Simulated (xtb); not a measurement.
xtb input (GFN1-xTB):

```bash
xtb mol.xyz --gfn 1 --sp --chrg -1 --uhf 0
```
mol.xyz:
```
8

Si    -0.12685907     0.08341675    -0.00754823
F      0.59270119    -0.42986368    -1.40585576
F     -0.56436549    -1.37438442     0.57765104
N     -1.40249068     1.09080475    -0.04655352
N      1.30075115     0.51759544     0.92746747
H     -1.24146395     2.02121126    -0.41480733
H      1.27416168     1.45273315     1.30376287
H      2.20048463     0.33765279     0.50416452
```

End of the output:

```
         :::::::::::::::::::::::::::::::::::::::::::::::::::::
         ::                     SUMMARY                     ::
         :::::::::::::::::::::::::::::::::::::::::::::::::::::
         :: total energy             -20.556918467312 Eh    ::
         :: gradient norm              0.024884051661 Eh/a0 ::
         :: HOMO-LUMO gap              5.907335140957 eV    ::
         ::.................................................::
         :: SCC energy               -20.669254210149 Eh    ::
         :: -> electrostatic           0.223932943421 Eh    ::
         :: repulsion energy           0.114498589995 Eh    ::
         :: dispersion energy         -0.002162847158 Eh    ::
         :: halogen bond corr.         0.000000000000 Eh    ::
         :: add. restraining           0.000000000000 Eh    ::
         :: total charge              -1.000000000000 e     ::
         :::::::::::::::::::::::::::::::::::::::::::::::::::::

           -------------------------------------------------
          |                Property Printout                |
           -------------------------------------------------

    * Orbital Energies and Occupations

         #    Occupation            Energy/Eh            Energy/eV
      -------------------------------------------------------------
         1        2.0000           -0.5857337             -15.9386
       ...           ...                  ...                  ...
         4        2.0000           -0.4565269             -12.4227
         5        2.0000           -0.3396409              -9.2421
         6        2.0000           -0.3348931              -9.1129
         7        2.0000           -0.3110541              -8.4642
         8        2.0000           -0.3065154              -8.3407
         9        2.0000           -0.3046753              -8.2906
        10        2.0000           -0.2941464              -8.0041
        11        2.0000           -0.2788647              -7.5883
        12        2.0000           -0.2715787              -7.3900
        13        2.0000           -0.2525571              -6.8724
        14        2.0000           -0.2038719              -5.5476
        15        2.0000           -0.1583326              -4.3084
        16        2.0000           -0.1477924              -4.0216 (HOMO)
Note: The following floating-point exceptions are signalling: IEEE_DENORMAL
normal termination of xtb
        17                          0.0692982               1.8857 (LUMO)
        18                          0.1167140               3.1759
        19                          0.1300619               3.5392
        20                          0.1731714               4.7122
        21                          0.1859868               5.0610
        22                          0.2393062               6.5119
        23                          0.3020426               8.2190
        24                          0.4493224              12.2267
        25                          0.4581036              12.4656
        26                          0.5063068              13.7773
        27                          0.6355841              17.2951
       ...                                ...                  ...
        31                          1.7031605              46.3454
      -------------------------------------------------------------
                  HL-Gap            0.2170906 Eh            5.9073 eV
             Fermi-level           -0.0392471 Eh           -1.0680 eV

  Mulliken/CM5 charges         n(s)   n(p)   n(d)
     1Si    0.42935  0.44373   0.854  1.560  1.157
     2F    -0.34942 -0.32822   1.787  5.562  0.000
     3F    -0.32151 -0.29784   1.779  5.542  0.000
     4N    -0.66070 -0.89574   1.475  4.186  0.000
     5N    -0.53301 -0.93979   1.434  4.099  0.000
     6H     0.13621  0.33058   0.864  0.000  0.000
     7H     0.14498  0.34004   0.855  0.000  0.000
     8H     0.15409  0.34725   0.846  0.000  0.000

Wiberg/Mayer (AO) data.
largest (>0.10) Wiberg bond orders for each atom

 ---------------------------------------------------------------------------
     #   Z sym  total        # sym  WBO       # sym  WBO       # sym  WBO
 ---------------------------------------------------------------------------
     1  14 Si   5.251 --     4 N    1.936     3 F    1.097     5 N    1.089
                             2 F    1.033
     2   9 F    1.124 --     1 Si   1.033
     3   9 F    1.166 --     1 Si   1.097
     4   7 N    2.994 --     1 Si   1.936     6 H    0.931
     5   7 N    3.071 --     1 Si   1.089     7 H    0.953     8 H    0.949
     6   1 H    0.990 --     4 N    0.931
     7   1 H    1.002 --     5 N    0.953
     8   1 H    0.986 --     5 N    0.949
 ---------------------------------------------------------------------------

Topologies differ in total number of bonds
Writing topology from bond orders to xtbtopo.mol

 dipole moment from electron density (au)
     X       Y       Z
   1.8585   0.5039  -0.0664  total (Debye):    4.897

           -------------------------------------------------
          | TOTAL ENERGY              -20.556918467312 Eh   |
          | GRADIENT NORM               0.024884051661 Eh/α |
          | HOMO-LUMO GAP               5.907335140957 eV   |
           -------------------------------------------------

------------------------------------------------------------------------
------------------------------------------------------------------------
 total:
 SCF:
```

It need not be the lowest isomer of its formula. Whether it binds its extra electron was not tested at this geometry.
